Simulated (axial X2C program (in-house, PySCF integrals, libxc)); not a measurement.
Which molecule has these constants?

All values come from calculations with an axial X2C code built on PySCF integrals, spin-free (one-electron X2C) or two-component (2c: spin–orbit coupling with atomic mean-field Coulomb and Gaunt terms, which also bring small scalar terms), in Dyall basis sets with cores contracted in-house; open shells are unrestricted.

A two-component PBE0 calculation in a Dyall 3-zeta basis gave Re = 2.022 Å, ωe = 650.0 cm⁻¹, De = 2.86 eV, dipole magnitude 1.96 D, Ω = 1/2.

Question: Which molecule is it?
A. CI
B. SiI
C. GeI
D. SnI

Answer: A. The others have GeI 2.527 Å and 241.2 cm⁻¹ (Ω = 1/2); SiI 2.449 Å and 361.2 cm⁻¹ (Ω = 1/2); SnI 2.722 Å and 194.0 cm⁻¹ (Ω = 1/2).

Each entry is the lowest single determinant of a limited PBE0 search at one distance. De goes to single-determinant-based atoms at the same level (for ions the charge split of lowest energy) and is withheld (n/a) where an atom does not fit its ground term or J level. Main or longest-lived isotopes. Some light 2c atoms are not at their ground J level, so De misses part of their lowering (0.04 eV or less). The functionals have no current term, which raises determinants with orbital currents.
